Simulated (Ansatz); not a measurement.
Clusters of 8 atoms, II-VI: gap (eV) at several levels, gas phase, relaxed structures; Ansatz. Clusters are the lowest isomers that short searches found in that spin, judged at the geometry's level. Core potentials for Ba, Hg, Sr, Te in the def2 sets, no spin–orbit coupling. HOMO and LUMO are taken over both spins. Singlets are spin-restricted. The structures are stationary points that may keep the symmetry of their start.

```json
{"species": "Mg4Te4", "state": "singlet", "geometry": "PBE-D4/def2-SVP", "PBE-D4/def2-SVP": "2.38", "PBE-D4/def2-TZVP": "2.41", "r2SCAN-D4/def2-TZVP": "2.91", "PBE0-D4/def2-SVP": "3.87", "PBE0-D4/def2-TZVP": "3.90"}
{"species": "Ba4S4", "state": "singlet", "geometry": "r2SCAN-D4/def2-SVP", "PBE-D4/def2-SVP": "2.92", "PBE-D4/def2-TZVP": "2.87", "r2SCAN-D4/def2-TZVP": "3.50", "PBE0-D4/def2-SVP": "4.34", "PBE0-D4/def2-TZVP": "4.28"}
{"species": "Sr4Te4", "state": "singlet", "geometry": "r2SCAN-D4/def2-SVP", "PBE-D4/def2-SVP": "1.83", "PBE-D4/def2-TZVP": "1.85", "r2SCAN-D4/def2-TZVP": "2.39", "PBE0-D4/def2-SVP": "3.25", "PBE0-D4/def2-TZVP": "3.28"}
{"species": "Mg4O4", "state": "singlet", "geometry": "PBE-D4/def2-SVP", "PBE-D4/def2-SVP": "2.75", "PBE-D4/def2-TZVP": "2.80", "r2SCAN-D4/def2-TZVP": "3.42", "PBE0-D4/def2-SVP": "4.85", "PBE0-D4/def2-TZVP": "4.91"}
{"species": "Sr4Te4⁺", "state": "doublet", "geometry": "PBE-D4/def2-SVP", "PBE-D4/def2-SVP": "0.57", "PBE-D4/def2-TZVP": "0.59", "r2SCAN-D4/def2-TZVP": "0.98", "PBE0-D4/def2-SVP": "2.13", "PBE0-D4/def2-TZVP": "2.16"}
```

Q: Estimate the rows for Hg4Se4 (singlet, r2SCAN-D4/def2-SVP geometry); Be4Te4 (singlet, B3LYP-D4/def2-SVP geometry).

A: 
| species | state | geometry | PBE-D4/def2-SVP | PBE-D4/def2-TZVP | r2SCAN-D4/def2-TZVP | PBE0-D4/def2-SVP | PBE0-D4/def2-TZVP |
| --- | --- | --- | --- | --- | --- | --- | --- |
| Hg4Se4 | singlet | r2SCAN-D4/def2-SVP | 2.30 | 2.31 | 2.62 | 3.94 | 3.93 |
| Be4Te4 | singlet | B3LYP-D4/def2-SVP | 1.94 | 1.93 | 2.34 | 3.50 | 3.51 |
